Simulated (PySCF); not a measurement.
Se(Me)(SMe) (C2H6SSe), SMILES CS[Se]C. Atoms are numbered in the order given.

```xyz
10

Se     0.3500     0.3274     0.7729
C      1.1151     1.6347    -0.4884
H      1.9265     1.1613    -1.0705
H      1.5262     2.4601     0.1268
H      0.3323     2.0317    -1.1609
S     -0.2543    -1.2653    -0.6410
C     -1.9213    -0.7330    -1.1792
H     -2.6121    -0.6523    -0.3184
H     -2.2844    -1.5256    -1.8655
H     -1.8837     0.2272    -1.7293
```

Geometry: PBE-D3(BJ)/def2-SVP. The values are those of a single conformer.

All values below come from PBE-D3(BJ)/def2-SVP (PySCF).

Frequencies are harmonic and unscaled.

```tsv
mode	ν (cm⁻¹)	IR (km/mol)	moving atoms (share of kinetic energy)
1	88	1.0	C 55 %, H 29 %, S 10 %
2	117	0.1	H 96 %
3	142	0.1	H 88 %, C 9 %
4	190	1.1	C 32 %, H 32 %, S 26 %, Se 10 %
5	213	0.7	C 36 %, H 25 %, Se 20 %, S 19 %
6	385	1.3	S 70 %, Se 27 %
7	565	3.6	C 70 %, Se 15 %, H 15 %
8	675	3.1	C 57 %, S 30 %, H 13 %
9	861	10.1	H 80 %, C 18 %
10	869	5.5	H 86 %, C 13 %
11	922	8.9	H 77 %, C 19 %
12	924	5.1	H 82 %, C 15 %
13	1229	4.6	H 86 %, C 14 %
14	1268	2.8	H 86 %, C 14 %
15	1374	11.2	H 95 %
16	1381	8.1	H 95 %
17	1392	4.6	H 95 %
18	1399	15.2	H 95 %
19	2970	17.2	H 98 %
20	2982	11.1	H 98 %
21	3078	2.9	H 90 %, C 10 %
22	3093	4.5	H 90 %, C 10 %
23	3096	1.8	H 90 %, C 10 %
24	3115	1.5	H 90 %, C 10 %
```
